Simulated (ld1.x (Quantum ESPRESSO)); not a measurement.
# nitrogen (N): one change to an ultrasoft potential, before and after

ld1.x (Quantum ESPRESSO) 7.5 input, shortened:

```
&input
   title='N', zed=7., rel=1, dft='PW91', iswitch=3,
   config='[He] 2s1 2p4'
 /
 &inputp
   pseudotype=3, tm=.true., lloc=-1, rcloc=1.00,
   nlcc=.true., rcore=0.60,
   which_augfun='PSQ', rmatch_augfun=0.90
 /
4
2S  1  0   1.00   0.00  1.00  1.25  0.0
2S  1  0   0.00   0.10  1.00  1.25  0.0
2P  2  1   4.00   0.00  2.10  2.55  0.0
2P  2  1   0.00   1.95  2.10  2.55  0.0
 &test
   configts(1)='2s1 2p4'
 /
```

All-electron outer shells of the reference configuration (PW91, scalar-relativistic, ld1.x):

```tsv
shell	level (eV)	outermost node (bohr)	outermost maximum (bohr)
1s	-385.88	–	0.15
2s	-19.07	0.32	1.02
2p	-7.57	–	0.97
```

Change: wave 2p channel at 1.95 Ry: rcut 2.10, rcutus 2.55 bohr becomes 2p channel at 3.12 Ry: rcut 2.10, rcutus 2.55 bohr.

Cutoffs: the cutoffs (Ry, on a coarse ladder) from which the occupation-weighted sum of valence levels, in a spherical-Bessel basis at the reference potential, stays within 10 and 1 mRy of its value at 400 Ry; they do not see the model core or the augmentation charge, which bear on the density cutoff. Errors are all-electron minus pseudo energies relative to the spin-unpolarised reference configuration.

**Question.** How do hardness, ghosts and transferability respond?

**Answer.** The potential gets neither clearly harder nor softer (15 Ry and 25 Ry → 15 Ry and 25 Ry); of the 7 tests that both files solve, the error grows in 1 and shrinks in 2 by more than 15 % and 0.3 meV (median size 4.5 → 1.6 meV); neither file shows a bound ghost.

| quantity | base | changed |
| --- | --- | --- |
| cutoff, loose | 15 Ry | 15 Ry |
| cutoff, tight | 25 Ry | 25 Ry |
| bound ghosts | none | none |
| error for 2s2 2p3, meV [ΔE -11.48 eV] | +0.9 | +0.9 |
| error for 2s2 2p2, meV [ΔE 2.19 eV] | -4.5 | +1.6 |
| error for 2s2 2p1, meV [ΔE 31.14 eV] | -32 | -9.1 |
| error for 2s2 2p0, meV [ΔE 78.33 eV] | -25 | -25 |
| error for 2s1 2p0, meV [ΔE 156.23 eV] | +99 | +99 |
| error for 2s0 2p5, meV [ΔE 11.51 eV] | +1.1 | +1.1 |
| error for 2s2 2p2.5, meV [ΔE -6.35 eV] | -0.3 | +0.9 |
| s: phases at 2.75 bohr within 0.05 rad from the reference energy up to (Ry; the scan ends near 5) | to the end of the scan | to the end of the scan |
| p: phases at 2.75 bohr within 0.05 rad from the reference energy up to (Ry; the scan ends near 5) | to the end of the scan | to the end of the scan |
| lowest overlap eigenvalue by channel | s 0.55, p 0.79 | s 0.55, p 0.77 |
